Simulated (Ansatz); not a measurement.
`C[O][In]([SH])[SH]` + `CC(C)[O][Sn][O]C(C)C` → `C[O][In]([SH])[O]C(C)C` + `CC(C)[O][Sn][SH]`  (redistribution)

Isolated molecules relaxed with PBE0-D4/def2-TZVP in Ansatz; ΔE leaves out vibrations. CCSD(T)/CBS adds triple-zeta CCSD(T) − MP2 to the extrapolated MP2 energy (def2 sets, frozen cores). Functionals use def2-TZVPP. B3LYP here is the variant with VWN-RPA as its local correlation; programs differ in this. Elements past krypton have def2 core potentials. For In, Sn outer-core shells are correlated without core-valence functions, which leaves a few kJ/mol of doubt a bond. Each species was taken in one conformer, which may not be the lowest.

```tsv
level	ΔE (kcal/mol)	difference from CCSD(T)/CBS
PBE-D4	8.3	-0.6
r2SCAN-D4	9.3	0.4
PBE0-D4	9.0	0.1
B3LYP-D4	8.9	0.0
ωB97X-V	9.9	1.0
ωB97M-V	9.9	1.0
B2PLYP	10.3	1.4
PBE	9.2	0.3
r2SCAN	9.4	0.5
PBE0	9.8	0.9
B3LYP	10.5	1.6
HF/def2-TZVPP	12.1	3.2
MP2/def2-TZVPP	9.9	1.0
SCS-MP2/def2-TZVPP	10.2	1.3
CCSD/def2-TZVPP	10.1	1.2
CCSD(T)/def2-TZVPP	9.6	0.7
HF/def2-QZVPP	12.0	3.1
MP2/def2-QZVPP	9.5	0.6
SCS-MP2/def2-QZVPP	9.9	1.0
HF/CBS(def2)	12.0	3.1
MP2/CBS(def2)	9.2	0.3
CCSD/CBS(def2)	9.5	0.6
CCSD(T)/CBS	8.9	0
```

Largest T1 diagnostic among the species: 0.016.

The D4 term adds −1.7 kcal/mol with B3LYP and −0.8 kcal/mol with PBE0; it sums over pairs of atoms, weighted by their polarisabilities, and B3LYP, whose exchange is more repulsive, gets the larger term. In def2-TZVPP, CCSD(T) changes the Hartree–Fock value by −2.5 kcal/mol (the triples alone add −0.6 kcal/mol) and MP2 by −2.2 kcal/mol.
